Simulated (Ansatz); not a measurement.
A run for Ansatz (a program for electronic structure): R-B3LYP/def2-TZVPP on H2SeTe (SMILES [SeH][TeH]), a point of a torsion scan. Elements past Kr take the def2 small-core potentials; no spin–orbit coupling.

Ansatz 0.2 input:
```yaml
crystal:
  periodic: [false, false, false]
  atoms:
    - {symbol: Se, position_ang: [-1.23297519, 0.58454334, 0.37076864]}
    - {symbol: Te, position_ang: [1.18154676, 0.68793232, -0.35354882]}
    - {symbol: H, position_ang: [-1.60509033, -0.54816783, -0.43382686]}
    - {symbol: H, position_ang: [0.82827595, 0.08404980, -1.83769032]}
basis:
  gaussian:
    orbitals: def2-TZVPP
hamiltonian:
  xc: {name: B3LYP}
scf: {lower_state_search: off}
```

Program output:

```
WARN ansatz: RAYON_NUM_THREADS=1 ignored (pool sized by the plan → 1); use --threads N
Functional definition: B3LYP
these checks for a lower state are left out or cut short: stability, starts, cluster_reference, orbital_swaps, neighbouring_geometries, increment
integrals: 0.05 GiB planned
950 factors; their error is unknown
mean field: 0.46 GiB planned
mean field evaluation 1: about -72678.4935 eV, gradient 1.1e1 eV
mean field evaluation 2: about -72678.5153 eV, gradient 9.9e0 eV
mean field evaluation 4: about -72678.8100 eV, gradient 5.7e-1 eV
mean field evaluation 8: about -72679.2345 eV, gradient 1.6e-1 eV
mean field evaluation 16: about -72679.2346 eV, gradient 3.9e-6 eV
mean field -72679.23458467 eV, -2670.9126072322 hartree, gradient 3.9e-6 eV, S^2 0.000000; 0 other end points of the search recorded, 0 dependent functions left out
reference -72679.23479346 eV, -2670.9126149050 hartree; 30, 30 occupied and 96, 96 virtual orbitals, 950 factors
Total energy: -72679.23479346 eV, -2670.9126149050 hartree
Checks for a lower state left out: stability, starts, cluster_reference, orbital_swaps, neighbouring_geometries, increment
```

Self-consistency was reached.

Cost: roughly 1.5 core-seconds.
